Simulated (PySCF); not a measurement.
**CeF4(NH3) at several levels of theory**

Computed with PySCF 2.14.0 (density fitting, no spin-orbit coupling) at the geometry relaxed with TPSS:

```xyz
9
CeF4(NH3) (singlet)
Ce    0.3321   -0.0692    0.0000
F     0.6470   -1.1282    1.7471
F     0.6470   -1.1282   -1.7471
F     1.9004    1.2740    0.0000
F    -1.3244    1.1680    0.0000
N    -1.6864   -1.8237    0.0000
H    -2.2997   -1.7313    0.8205
H    -2.2997   -1.7313   -0.8205
H    -1.3648   -2.8006    0.0000
```

```
level                                                          basis    state  HOMO (eV)  gap (eV)  charge on Ce1 (e)  population of f-type functions on Ce1 (polarisation alone where 4f lies in the core)  dipole about the centre of mass (D)  largest force component (eV/Å)
 TPSS  Ce lcecp-2-SVP with ECP46, F def2-SVP, N def2-SVP, H def2-SVP  singlet          –         –               1.46                                                                                  0.19                                 5.17                            0.01
 BLYP                                                       the same  singlet          –         –               1.32                                                                                  0.19                                 5.16                            0.23
  PBE                                                       the same  singlet          –         –               1.34                                                                                  0.20                                 5.19                            0.07
B3LYP                                                       the same  singlet          –         –               1.55                                                                                  0.19                                 5.27                            0.22
 TPSS        Ce x2c-SVPall, F x2c-SVPall, N x2c-SVPall, H x2c-SVPall  singlet      -8.45      3.16               0.92                                                                                  1.05                                 5.30                            0.12
```

In the lcecp rows the 4f levels are missing from HOMO and gap, and the state counts the valence alone.

Charges are Mulliken's, which hang on the basis. The relaxation used the grid (50, 194), these runs (75, 302) or, all-electron (x2c bases, spin-free X2C Hamiltonian), (99, 590).

Task: What does PBE0 with Ce lcecp-2-SVP with ECP46, F def2-SVP, N def2-SVP, H def2-SVP give here?

Result: state singlet, charge on Ce1 (e) 1.63, population of f-type functions on Ce1 (polarisation alone where 4f lies in the core) 0.20, dipole about the centre of mass (D) 5.31, largest force component (eV/Å) 0.34. Time: 6.3 s on 2 threads of Arm Neoverse V2, on a shared host, from an already converged density.

No frequency check is given that shows the relaxed geometry to be a minimum.
